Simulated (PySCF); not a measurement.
N-ethenylpropan-2-imine (C5H9N), SMILES C=CN=C(C)C. Atoms are numbered in the order given.

```xyz
15

C      2.1364    -0.5997     0.7748
C      1.5539    -0.3436    -0.4083
N      0.4509     0.4696    -0.6304
C     -0.7224     0.2607    -0.1719
C     -1.1573    -0.9488     0.6240
C     -1.7932     1.2844    -0.4469
H      1.7243    -0.2117     1.7102
H      3.0701    -1.1635     0.8229
H      2.0266    -0.7005    -1.3334
H     -1.3746    -0.6581     1.6660
H     -2.0944    -1.3544     0.2091
H     -0.3893    -1.7324     0.6409
H     -2.2332     1.6474     0.4978
H     -2.6175     0.8364    -1.0281
H     -1.3729     2.1315    -1.0037
```
Charge 0, spin multiplicity 1.

Coordinates come from a B3LYP-D3(BJ)/def2-SVP optimisation. The values are those of a single conformer.

Vertical ionisation energy (IE) and electron affinity (EA) in eV. Rows of orbital energies are one-electron estimates. Where ΔSCF, EOM or ADC give a negative EA the extra electron is unbound and the value depends on the basis.

```json
[
 {"level": "−ε(HOMO), −ε(LUMO), r2SCAN/def2-TZVP (PySCF)", "IE": "…", "EA": "…"},
 {"level": "−ε(HOMO), −ε(LUMO), PBE/def2-TZVP (PySCF)", "IE": "5.21", "EA": "1.43"}
]
```

Some entries are withheld; supply them. (The exact figures need the calculation; the answer reports its results.)


- −ε(HOMO), −ε(LUMO), r2SCAN/def2-TZVP (PySCF), IE: 5.41
- −ε(HOMO), −ε(LUMO), r2SCAN/def2-TZVP (PySCF), EA: 1.22
